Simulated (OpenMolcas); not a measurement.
Ar V: Slater's ratio, worked from levels

```yaml
Program: OpenMolcas 26.06
Basis: ANO-RCC-VTZP [5s4p2d1f]
Scalar_Hamiltonian: DKH2, point nucleus
Active_space: 4 electrons in 9 orbitals (RAS2 3s 3p; RAS3 3d, at most 2 electrons)
State_averaging: 2S+1 = 3 even, 6 roots; 2S+1 = 1 even, 12 roots; 2S+1 = 5 odd, 1 root; 2S+1 = 3 odd, 9 roots; 2S+1 = 1 odd, 8 roots
Spin-orbit_coupling: state interaction with AMFI integrals over the reference wave functions, term energies averaged over their components
```

Methods: RASSCF; MS-RASPT2, IPEA 0.25 Eh, imaginary shift 0.1 Eh (closed shells correlated: 2s 2p). Measured levels: Saloman, J. Phys. Chem. Ref. Data 39, 033101 (2010).

**Slater's ratio.** With one set of orbitals, p2 has 1D - 3P = 6 F2 and 1S - 1D = 9 F2 (F2 = F²/25), a ratio of 3/2. Term energies are centres of gravity, weighted by 2J + 1.

```json
{"Source": "RASSCF", "1D - 3P": "17402", "1S - 3P": "40042", "F2 from the first": "2900", "Ratio": "1.301"}
{"Source": "MS-RASPT2", "1D - 3P": "15464", "1S - 3P": "37465", "F2 from the first": "2577", "Ratio": "1.423"}
{"Source": "measured", "1D - 3P": "14917", "1S - 3P": "36531", "F2 from the first": "2486", "Ratio": "1.449"}
```

Energies in cm-1. A ratio away from 3/2 shows effects beyond one configuration with one set of orbitals, and in heavier atoms second-order spin-orbit shifts.

Term energies are means over components that CASPT2 splits; among the terms shown or strongly mixed into the levels shown the widest spread is 13 cm-1 (3s2 3p2 1D, MS-RASPT2). Active for correlation alone: 3d; no level in the range computed is led by a configuration that fills it, so any true level of that kind is missing. Measured partners are found by configuration, term and J. A level has none where our copy of the source lacks it or the pairing is in doubt (some pairs that miss far off the trend of their configuration count as doubtful), and it then counts in no deviation. Levels of configurations outside the active space are missing.
